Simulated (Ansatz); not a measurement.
Geometry optimisation, RKS PBE-D4/def2-SVP (Ansatz 0.2.0).

Input:

```yaml
crystal:
  periodic: [false, false, false]
  atoms:
    - { symbol: S, position_ang: [-0.7612, 1.1888, 0.3443] }
    - { symbol: B, position_ang: [0.0211, -0.4499, 0.1976] }
    - { symbol: Cl, position_ang: [1.5923, -0.7508, 1.0459] }
    - { symbol: Cl, position_ang: [-0.6757, -1.7717, -0.8115] }
    - { symbol: H, position_ang: [-1.04879, 0.02351, 0.1861] }
basis:
  gaussian: { orbitals: def2-SVP }
hamiltonian:
  xc: pbe
  dispersion: d4
relax:
  f_tol: 0.02
  max_steps: 50
```

Run as:

```bash
$ ansatz run input.yaml --threads 1 --pin off --max-ram 2048MiB --backend cpu --events-out ev --progress --plain --runs-dir out
```

**Question.** Where does it end, and by what steps?

**Answer.** The forces met the threshold. After 9 steps the energy has fallen by 2.934 eV; H5 moved furthest, 0.98 Å. Parted: B2–H5.

```tsv
step	energy less start (eV)	largest force component (eV/Å)	accepted
0	0.0000	7.245	yes
1	-1.0225	4.510	yes
2	-1.7954	1.643	yes
3	-2.2606	1.292	yes
4	-2.6043	1.020	yes
5	-2.7772	0.973	yes
6	-2.9127	0.314	yes
7	-2.9299	0.087	yes
8	-2.9338	0.032	yes
9	-2.9339	0.005	yes
```

```xyz
5
Properties=species:S:1:pos:R:3
S -0.682 0.925 0.583
B 0.224 -0.597 0.252
Cl 1.851 -0.734 0.911
Cl -0.455 -1.924 -0.691
H -1.811 0.569 -0.092
```

Whether the end is a true minimum wasn't checked by a vibrational analysis.

Time of the run: 38 s on 1 CPU thread of a shared host.
